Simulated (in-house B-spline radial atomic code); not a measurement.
Whole-atom quantities along the 26-electron series, configuration 1s2 2s2 2p6 3s2 3p6 3d3/2(4) 3d5/2(4). Breit and QED terms are first order and not part of the total energy; the density at the nucleus is averaged over the nuclear charge. Computed with a radial B-spline atomic code at the basis-set limit: Dirac-Hartree-Fock, jj configuration that fills j = l - 1/2 first, finite nuclei.

```
  ion   Z  E/Z² (Eh)  Σ<r²> (bohr²)  n(0)/Z³ (bohr⁻³)  Lamb diamagnetic shielding (ppm)  repulsion over attraction  Breit energy (eV)  self-energy (eV)  vacuum polarisation (eV)
  Co+  27    -1.9091         19.731           0.86263                           2194.48                    0.15959             14.428            10.565                  -0.90698
 Ni2+  28    -1.9368         15.337           0.87954                           2303.26                    0.15711             16.334            11.991                   -1.0508
 Cu3+  29    -1.9635         12.613           0.89575                           2411.66                    0.15428             18.413            13.549                   -1.2114
 Zn4+  30    -1.9891         10.695           0.91331                              2520                    0.15128             20.672            15.245                   -1.3902
 Ga5+  31    -2.0137         9.2498           0.93124                           2628.43                     0.1482             23.117            17.086                   -1.5885
 Ge6+  32    -2.0374         8.1133           0.94972                           2737.06                    0.14512             25.758             19.08                   -1.8077
 As7+  33    -2.0602          7.194           0.96974                           2845.94                    0.14206             28.602            21.234                   -2.0496
 Se8+  34    -2.0822         6.4345           0.99023                           2955.14                    0.13905             31.656            23.555                   -2.3156
 Br9+  35    -2.1033         5.7969            1.0119                           3064.68                     0.1361             34.929            26.053                   -2.6075
Kr10+  36    -2.1237         5.2546            1.0344                           3174.61                    0.13322             38.429            28.733                   -2.9271
Rb11+  37    -2.1434         4.7883            1.0581                           3284.96                    0.13041             42.164            31.605                   -3.2764
Sr12+  38    -2.1624         4.3838            1.0826                           3395.74                    0.12768             46.143            34.678                   -3.6572
Zr14+  40    -2.1985         3.7187            1.1347                           3618.74                    0.12246             54.862            41.458                   -4.5219
Nb15+  41    -2.2157         3.4428            1.1615                              3731                    0.11997              59.62            45.184                   -5.0103
Mo16+  42    -2.2324          3.197            1.1885                           3843.81                    0.11756             64.655            49.146                   -5.5392
Tc17+  43    -2.2486         2.9771             1.219                           3957.18                    0.11522             69.976            53.354                   -6.1114
Ru18+  44    -2.2644         2.7793            1.2487                           4071.14                    0.11295              75.59            57.818                   -6.7291
Rh19+  45    -2.2797         2.6008            1.2815                           4185.71                    0.11076             81.508            62.548                   -7.3957
Pd20+  46    -2.2947          2.439            1.3148                           4300.92                    0.10863             87.738            67.555                   -8.1138
Ag21+  47    -2.3092         2.2919            1.3505                            4416.8                    0.10657             94.289             72.85                   -8.8867
Cd22+  48    -2.3234         2.1577            1.3856                           4533.36                    0.10457             101.17            78.445                   -9.7173
In23+  49    -2.3373         2.0349            1.4246                           4650.65                    0.10264             108.39            84.351                    -10.61
Sn24+  50    -2.3509         1.9223             1.464                           4768.67                    0.10076             115.96             90.58                   -11.567
```

Question: With what power of Z does the column «vacuum polarisation (eV)» change over this range?

Answer: A fit of the logarithm of its size against log Z from Z = 27 to 50 has slope 4.13.
